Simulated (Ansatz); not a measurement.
Geometry optimisation, Ansatz 0.2.0, RKS B3LYP/def2-SVP.

input.yaml

```yaml
crystal:
  periodic: [false, false, false]
  atoms:
    - { symbol: In, position_ang: [0.0, 0.0, 0.0] }
    - { symbol: O, position_ang: [0.0, 0.0, 2.34] }
    - { symbol: H, position_ang: [-0.9095, -0.2814, 2.6771] }
    - { symbol: Cl, position_ang: [2.113, 0.0, -1.22] }
    - { symbol: Cl, position_ang: [-2.113, 0.0, -1.22] }
    - { symbol: O, position_ang: [0.4884, 2.1176, 0.7221] }
    - { symbol: Si, position_ang: [1.6837, 2.5035, 1.8378] }
    - { symbol: H, position_ang: [2.4097, 1.2935, 2.2124] }
    - { symbol: H, position_ang: [2.6112, 3.4632, 1.246] }
    - { symbol: H, position_ang: [1.0703, 3.0897, 3.026] }
    - { symbol: H, position_ang: [0.3027, 1.3126, 1.898] }
basis:
  gaussian: { orbitals: def2-SVP }
hamiltonian:
  xc: b3lyp
relax:
  f_tol: 0.15
  max_steps: 25
  restrain:
    - { distance: [0, 5], at: 1.99, k: 30.0 }
    - { distance: [10, 1], at: 1.01, k: 30.0 }
    - { distance: [0, 1], at: 3.19, k: 30.0 }
    - { distance: [10, 5], at: 2.21, k: 30.0 }
```

Run as:

```bash
$ ansatz run input.yaml --threads 4 --pin off --max-ram 5120MiB --backend cpu --events-out ev --progress --plain --runs-dir out
```

**Question.** Where does it end, and by what steps?

**Answer.** The forces met the threshold. The restraints hold the end off the free minimum; the threshold counts their pulls, which the force column leaves out. Restrained pairs: In1–O6 (2.29 → 2.00 Å), O2–H11 (1.42 → 0.99 Å), In1–O2 (2.34 → 3.17 Å), O6–H11 (1.44 → 2.21 Å). After 16 steps the energy has fallen by 2.054 eV (the restraints' own energy left out); H11 moved furthest, 1.38 Å.

```
step  energy less start (eV)  largest force component (eV/Å)  accepted
   0                  0.0000                           2.466       yes
   1                 -0.1066                           3.224       yes
   2                 -0.6671                           2.493       yes
   3                 -1.1790                           2.032       yes
   4                 -1.6645                           1.105       yes
   5                 -1.8266                           0.912       yes
   6                 -1.9008                           0.744       yes
   7                 -1.9594                           0.705       yes
   8                 -1.9985                           0.796       yes
   9                 -2.0028                           1.025       yes
  10                 -2.0339                           0.797       yes
  11                 -2.0081                           1.352        no
  12                 -2.0387                           0.910       yes
  13                 -2.0458                           0.862       yes
  14                 -2.0452                           1.045       yes
  15                 -2.0488                           0.988       yes
  16                 -2.0538                           0.806       yes
```

```xyz
11
Properties=species:S:1:pos:R:3
In 0.347 0.532 -0.284
O -0.612 -0.624 2.509
H -1.570 -0.493 2.547
Cl 2.091 -0.697 -1.247
Cl -1.807 0.576 -1.199
O 0.701 1.742 1.265
Si 1.913 2.796 1.714
H 3.193 2.076 1.985
H 2.168 3.808 0.644
H 1.478 3.498 2.955
H -0.245 0.285 2.630
```

The run took 47 s on 4 threads of Arm Neoverse V2, with other jobs on the host, peak memory 0.41 GiB.
